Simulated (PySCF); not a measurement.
NMR data simulated for an unnamed compound:

1H NMR (600 MHz, computed): δ 7.34 (d, 1H), 6.75 (m, 1H), 5.49 (m, 1H), 5.40 (m, 1H), 5.36 (br s, 1H), 5.28 (sept, 1H), 0.24 (d, 6H).

13C{1H} NMR (computed): δ 145.9 (CH), 140.4 (CH), 121.3 (CH2), -4.4 (CH3).

Method: PBE0/pcSseg-1 with gauge-including orbitals, geometry: GFN2-xTB, in PySCF 2.14 (rapidly exchanging positions averaged, in vacuum, single conformer, non-relativistic Hamiltonian).

Chemical shifts δ = σref − σ; TMS for 1H (σref 31.72), 13C (σref 186.93), all at this level.

Which of these does the molecule contain: a three-membered ring, an NH or NH2 group, a C≡C triple bond, a Si–H bond, a Si–CH3 group, an amide?

## Answers


- A three-membered ring: no.
- An NH or NH2 group: yes (δH 5.36 (br s)).
- A C≡C triple bond: no.
- A Si–H bond: yes (δH 5.28 (sept)).
- A Si–CH3 group: yes (δC -4.4; δH 0.24 (d)).
- An amide: no.

The data belong to `C=C/C=N/N[SiH](C)C`, C5H12N2Si; they needn't prove each group on their own.

Carbon signals by region: 3 in the sp2 and nitrile region (100–160 ppm), 1 below 50 ppm.

Exchangeable OH/NH protons stand at their gas-phase positions; hydrogen bonding in a real sample shifts them, mostly to higher δ. Shifts are as computed. Against solution values, carbons near 30 ppm lie about +3 ppm off and those near 130 ppm about +5 ppm. Of 1211 compounds with measured shifts, 218 miss one by over three times the rms of a fit or turn the order of signals round; such compounds aren't used in these exercises. Multiplicities follow the n + 1 count of equivalent neighbours, as no J values were calculated; m marks all less simple cases, F and P coupling included.
